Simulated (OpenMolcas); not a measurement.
AlGeH4F: a line through the functionals

AlGeH4F: 7 atoms, total charge 0, spin state singlet. SMILES: `[F][AlH][GeH3]`. The shape is that of a PBE0-D4/def2-TZVP optimisation.

The electronic atomisation energy y, in eV, basis def2-SVPD; a is the functional's share of exact exchange. Programs: OpenMolcas 26.06.

| functional | program | a | y (eV) |
| --- | --- | --- | --- |
| r2SCAN | OpenMolcas | 0 | 20.59 |
| TPSS | OpenMolcas | 0 | 20.81 |
| B3LYP | OpenMolcas | 0.2 | ? |
| PBE0 | OpenMolcas | 0.25 | 20.05 |
| BHLYP | OpenMolcas | 0.5 | 19.91 |

Q: Fit y = c + s·a to the known rows and predict B3LYP.

A: 
1. Means of the 4 rows: a = 0.1875, y = 20.340.
2. Σ(Δa)² = 0.17188, Σ(Δa·Δy) = -0.2875, so the slope is -0.2875/0.17188 = -1.6727.
3. Intercept: 20.340 − (-1.6727) × 0.1875 = 20.654. The largest residual of the fit is 0.19.
4. B3LYP: 20.654 + (-1.6727) × 0.2 = 20.32 eV.

The run gave 20.20 eV, so the prediction is off by +0.12 eV, within the largest residual. The rows mix families of semi-local functionals, which the line can't see.
